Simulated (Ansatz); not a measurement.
Cost and result up the ladder for NbO3H (5 atoms). The state is a singlet with charge 0. Geometry: B3LYP-D4/def2-TZVP.

Cartesian coordinates in Å:
```
Nb -0.356 -0.195 -0.443
O -1.307 1.213 -0.400
O 0.902 -0.220 1.010
O -0.297 -0.995 1.308
H 1.058 0.197 -1.476
```

Ansatz on 2 threads of Arm Neoverse V2 on a shared host. Times are rough, and most runs start from the orbitals of an earlier one. CAM-B3LYP-D4/def2-TZVP serves as the yardstick here, not as an exact answer. Binding counts from free atoms at the same level (Nb sextet, O triplet, H doublet; other spins of the atoms weren't run), without zero-point energy or a counterpoise term.

In the def2 sets Nb takes a core potential; there is no spin–orbit coupling. HSE06 is defined as in plane-wave codes, on full-range PBE exchange. Correlated methods freeze 3 core orbitals; core or outer-core shells of Nb are correlated, in sets that lack core-valence functions. The structure holds 1 bond(s) between oxygen atoms. No other spin state of charge 0 was run. Another isomer (singlet) lies 4.16 eV lower at PBE0-D4/def2-TZVP; other spin states weren't run for this one.

Correlated methods converge slowly with the basis.

| level | functions | wall time | binding energy per atom (eV) | difference from CAM-B3LYP-D4/def2-TZVP (eV) | remarks |
| --- | --- | --- | --- | --- | --- |
| PBE0-D4/def2-TZVP | 139 | 1.6 s | 3.81 | -0.10 | – |
| PBE-D4/def2-TZVP (with forces) | 139 | 1.8 s | 4.29 | 0.38 | – |
| HSE06-D4/def2-TZVP | 139 | 1.8 s | 3.81 | -0.10 | – |
| CAM-B3LYP-D4/def2-TZVP | 139 | 2 s | 3.91 | 0.00 | – |
| r2SCAN-D4/def2-TZVP | 139 | 2.8 s | 3.98 | 0.07 | – |
| CCSD(T)/def2-TZVPP | 163 | 63 s | 3.87 | -0.04 | test for broken spin undecided |
